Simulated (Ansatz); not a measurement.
F3H5InNSi (`[F][In-]([F])([F])[NH2+][SiH3]`) at its PBE0-D4/def2-TZVP geometry, where that method's forces vanish. Charge 0, multiplicity 1. In takes the def2 core potential.

| atom | x (Å) | y (Å) | z (Å) |
| --- | --- | --- | --- |
| F1 | -1.450 | -2.417 | 1.198 |
| In2 | -1.416 | -0.476 | 1.061 |
| F3 | -2.204 | 0.342 | -0.529 |
| F4 | -1.360 | 0.577 | 2.695 |
| N5 | 0.713 | -0.192 | 0.353 |
| Si6 | 0.819 | 0.594 | -1.266 |
| H7 | 1.134 | -1.118 | 0.363 |
| H8 | 1.178 | 0.350 | 1.078 |
| H9 | 0.204 | 1.926 | -1.125 |
| H10 | 2.257 | 0.715 | -1.617 |
| H11 | 0.126 | -0.301 | -2.211 |

(1) For each bond, give half the difference of the two atoms' forces along it (eV/Å; positive pushes the atoms apart) under PBE-D4, r2SCAN-D4, B3LYP-D4, ωB97M-V in def2-TZVPP. (Best estimate.)

## Answers

(1) Computed: 
```json
{"bond": "F1–In2", "length (Å)": "1.945", "PBE-D4": "0.27", "r2SCAN-D4": "0.04", "B3LYP-D4": "0.14", "ωB97M-V": "0.02"}
{"bond": "In2–F3", "length (Å)": "1.954", "PBE-D4": "0.29", "r2SCAN-D4": "0.05", "B3LYP-D4": "0.16", "ωB97M-V": "0.03"}
{"bond": "In2–F4", "length (Å)": "1.945", "PBE-D4": "0.27", "r2SCAN-D4": "0.05", "B3LYP-D4": "0.14", "ωB97M-V": "0.02"}
{"bond": "In2–N5", "length (Å)": "2.262", "PBE-D4": "0.03", "r2SCAN-D4": "0.04", "B3LYP-D4": "0.09", "ωB97M-V": "-0.01"}
{"bond": "N5–Si6", "length (Å)": "1.802", "PBE-D4": "0.03", "r2SCAN-D4": "-0.01", "B3LYP-D4": "0.12", "ωB97M-V": "0.13"}
{"bond": "N5–H7", "length (Å)": "1.017", "PBE-D4": "0.18", "r2SCAN-D4": "0.01", "B3LYP-D4": "-0.04", "ωB97M-V": "-0.03"}
{"bond": "N5–H8", "length (Å)": "1.017", "PBE-D4": "0.18", "r2SCAN-D4": "0.01", "B3LYP-D4": "-0.04", "ωB97M-V": "-0.03"}
{"bond": "Si6–H9", "length (Å)": "1.474", "PBE-D4": "0.06", "r2SCAN-D4": "-0.02", "B3LYP-D4": "-0.08", "ωB97M-V": "-0.12"}
{"bond": "Si6–H10", "length (Å)": "1.485", "PBE-D4": "0.06", "r2SCAN-D4": "-0.02", "B3LYP-D4": "-0.09", "ωB97M-V": "-0.12"}
{"bond": "Si6–H11", "length (Å)": "1.474", "PBE-D4": "0.06", "r2SCAN-D4": "-0.02", "B3LYP-D4": "-0.08", "ωB97M-V": "-0.13"}
```

B3LYP here is the variant with VWN-RPA as its local correlation; programs differ in this.
